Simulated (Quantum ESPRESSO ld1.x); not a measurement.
Task: The mean radii <r> (bohr) of the occupied orbitals of an atom or ion are listed with their occupations. Method: scalar-relativistic Kohn-Sham, relativistic LDA (MacDonald-Vosko exchange, VWN5 correlation), spin-unpolarised, spherical densities, point nucleus; computed with ld1.x of Quantum ESPRESSO 7.5.

| orbital | occ. | <r> |
|---|---|---|
| 1s | 2 | 0.05638 |
| 2s | 2 | 0.2563 |
| 2p | 6 | 0.2254 |
| 3s | 2 | 0.7528 |
| 3p | 6 | 0.7775 |
| 3d | 4 | 0.8277 |

Name the element and its charge.

Result: Z = 27, cobalt, charge +5: Co5+ in [Ar] 3d4. The 1s radius gives Z: for a bare nucleus <r> = (2 gamma + 1)/(2Z) with gamma = sqrt(1 - (Z/c)^2), 0.05483 bohr for Z = 27, and screening makes it slightly larger (0.05638 here). The occupations add up to 22, and the charge is Z minus that.
